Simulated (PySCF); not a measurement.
Mapped SMILES: `[CH2:1]=[CH:2][CH2:3][N:4]([SiH3:5])/[N:6]=[CH:7]/[CH3:8]`. Each H is labelled by its parent atom. Ha(C1) is cis to C3; Hb(C1) is trans to C3.

Computational details: NMR shieldings at PBE0/pcSseg-1/GIAO, GFN2-xTB geometry, in PySCF 2.14.0 with density-fitted response routines (isolated molecule, fast rotation and ring inversion assumed for equivalent nuclei, relativity neglected, one conformer).

Referencing at the same level of theory: 13C, 1H, 29Si against TMS; NH3 for 15N.

```csv
atoms,nucleus,count,δ (ppm)
Ha(C1),1H,1,?
Si5,29Si,1,-68.2
Hb(C1),1H,1,5.23
C1,13C,1,120.6
C7,13C,1,?
H(Si5),1H,3,4.54
H(C8),1H,3,2.09
C2,13C,1,147.4
H(C3),1H,2,3.99
N4,15N,1,?
H(C7),1H,1,?
C3,13C,1,67.0
N6,15N,1,390.6
C8,13C,1,?
H(C2),1H,1,6.26
```

Question: Fill in the missing shifts.

Answer: 
- C7: 131.3 ppm, C=N carbon
- C8: 23.6 ppm, methyl carbon; saturated and bonded to C and H only
- H(C7): 6.79 ppm, hydrogen on a C=N carbon
- Ha(C1): 5.31 ppm, hydrogen on a terminal =CH2 carbon; attached to an sp2 carbon and in the plane of the double bond
- N4: 122.3 ppm, nitrogen bonded to O or N

Shifts are as computed. Against solution values, carbons near 30 ppm lie about +3 ppm off and those near 130 ppm about +5 ppm. Of 1211 compounds with measured shifts, 218 miss one by over three times the rms of a fit or turn the order of signals round; such compounds aren't used in these exercises. Experimental scales use liquid or dissolved standards, which lie at an offset from isolated NH3 (liquid NH3: subtract about 20 ppm). Unscaled 15N shifts of sp2 nitrogen come out 20 to 40 ppm too high even then.
